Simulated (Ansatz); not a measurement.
The cluster Hf2O4, relaxed as a singlet with RKS r2SCAN-D4/def2-SVP in Ansatz, starting from the GFN2-xTB geometry. Force threshold 0.02 eV/Å.

In the def2 sets Hf takes a core potential; there is no spin–orbit coupling. The structure holds 1 bond(s) between oxygen atoms. The restricted singlet is unstable towards broken spin symmetry at other levels; at r2SCAN-D4/def2-SVP this wasn't settled. The relaxation made no stability test and no search for a lower SCF solution. No other spin state of charge 0 was run. Another isomer (singlet) lies 5.33 eV lower at PBE0-D4/def2-TZVP; other spin states weren't run for this one.

Start:

```csv
atom,x (Å),y (Å),z (Å)
Hf1,-0.4435,-0.1679,-1.8016
Hf2,0.5378,-0.1379,1.0368
O3,-1.4359,0.3812,0.5722
O4,1.7588,0.2186,-0.3250
O5,-0.5060,1.4826,0.2457
O6,0.0888,-1.7766,0.2719
```

| step | energy (eV) | largest force component (eV/Å) | SCF passes |
| --- | --- | --- | --- |
| 1 | -10789.7931 | 4.315 | 56 |
| 2 | -10791.0356 | 3.457 | 38 |
| 3 | -10791.9513 | 1.853 | 44 |
| 4 | -10793.5148 | 2.736 | 52 |
| 5 (rejected) | -10793.3013 | 6.913 | 34 |
| 6 | -10793.8736 | 0.328 | 36 |
| 7 | -10793.8757 | 0.077 | 25 |
| 8 | -10793.8759 | 0.046 | 28 |
| 9 | -10793.8760 | 0.004 | 28 |

Force components are those of the run's own axes.

End:

Cartesian coordinates in Å:
```
Hf -0.184 -0.200 -1.185
Hf 0.560 -0.149 1.069
O -1.486 0.390 0.481
O 1.671 0.231 -0.556
O -0.554 1.504 0.149
O -0.007 -1.776 0.043
```

By distances, no bond broke or formed. The bond that changes most is Hf1–O4, from 2.68 to 2.01 Å (atoms count from 1).

No frequencies were taken in this run, so the end may be a saddle point.

Run time 22 s (4 threads of Arm Neoverse V2 on a shared host).
